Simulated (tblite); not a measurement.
Computed with GFN2-xTB (tblite): harmonic, unscaled wavenumbers at the GFN2-xTB geometry, gas phase. Against measured fundamentals such values can be off by several per cent, at times by over 20. Modes of hydrogen on silicon can be 10 to 20 % off. One conformer each. Thermal functions are those of the rigid rotor and harmonic oscillator, without mixing of conformers.

Problem. Order these by their ideal-gas entropy at 298.15 K and 1 bar, highest first (J/(mol K)).
A. `C1CN[SiH2][C@@H]1C(C)C`
B. `c1cnn(C2CC2)n1`
C. `C/N=C\[SiH2]C(C)(C)C`
D. `C=Cn1nncc1C`
E. `CCC1=CC(Cl)=CC1`

Solution. C (442.4), A (402.1), E (383.6), D (357.0), B (342.9).

```
                SMILES  atoms  mass (u)  symmetry number  modes under 300 cm⁻¹  ZPE (kJ/mol)  S translation (J/(mol K))  S rotation  S vibration      S     Cp
  C/N=C\[SiH2]C(C)(C)C     23    129.10                1                    10         510.4                      169.5       122.9        150.1  442.4  188.7
CC(C)[C@@H]1CCN[SiH2]1     23    129.10                1                     6         522.8                      169.5       121.4        111.3  402.1  171.0
       CCC1=CC(Cl)=CC1     17    128.04                1                     6         360.4                      169.4       121.6         92.6  383.6  135.8
           C=Cn1nncc1C     15    109.06                1                     5         306.4                      167.4       116.7         72.8  357.0  122.7
        c1cnn(C2CC2)n1     15    109.06                1                     3         312.6                      167.4       115.2         60.3  342.9  110.9
```

Entropies and Cp are for 298.15 K and 1 bar.
